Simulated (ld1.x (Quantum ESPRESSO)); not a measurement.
## How hard is this Ta (Z = 73) TM potential?

- Element: tantalum
- Generator: ld1.x (Quantum ESPRESSO) 7.5
- Type: norm-conserving Troullier–Martins (Kleinman–Bylander form)
- Functional: PBEsol
- Relativity: scalar-relativistic
- Frozen core: [Kr] 4d10 4f14 5s2
- Valence charge: 11
- Reference configuration: 5p6 5d3 6s2 6p0
- Partial waves: 6s (bound): rc 2.15 bohr; 5p (bound): rc 1.20 bohr; 5d (bound): rc 2.40 bohr
- Local potential: the d channel
- Core correction: none

The pseudo-atom Hamiltonian at the reference potential is diagonalised in spherical Bessel functions j_l(qr) that vanish at 20 bohr, with q² up to the cutoff. All-electron valence levels (Ry): 6s -0.4021, 5p -2.8970, 6p -0.1002, 5d -0.2661.

**Question.** How do the lowest levels (Ry) of each channel move with the cutoff, and are there ghosts?

**Answer.**

```
cutoff (Ry)     s #1     s #2     p #1     p #2     d #1    d #2    f #1    f #2  Σ f·Δε (mRy)
          8  -0.9492  -0.3338  -2.3865  -0.0672  -0.0797  0.0661  0.1076  0.2267        3758.8
         18  -2.3055  -0.4000  -2.8515  -0.1092  -0.2505  0.0594  0.1076  0.2266         323.6
         40  -2.3268  -0.4016  -2.8742  -0.1258  -0.2660  0.0590  0.1076  0.2266         138.2
         60  -2.3271  -0.4019  -2.8930  -0.1381  -0.2660  0.0590  0.1076  0.2266          24.6
        110  -2.3275  -0.4019  -2.8966  -0.1426  -0.2660  0.0590  0.1076  0.2266           3.0
        180  -2.3275  -0.4019  -2.8970  -0.1431  -0.2660  0.0590  0.1076  0.2266           0.3
        400  -2.3275  -0.4019  -2.8971  -0.1432  -0.2660  0.0590  0.1076  0.2266           0.0
```

Result: ghost state, extra bound levels that the all-electron valence spectrum of the same l lacks: s at -31.7 eV (a true bound ghost makes a file unfit for plane-wave use); 10 mRy is reached at 100 Ry and 1 mRy at 140 Ry.

Its largest configuration-test error is +993 meV.
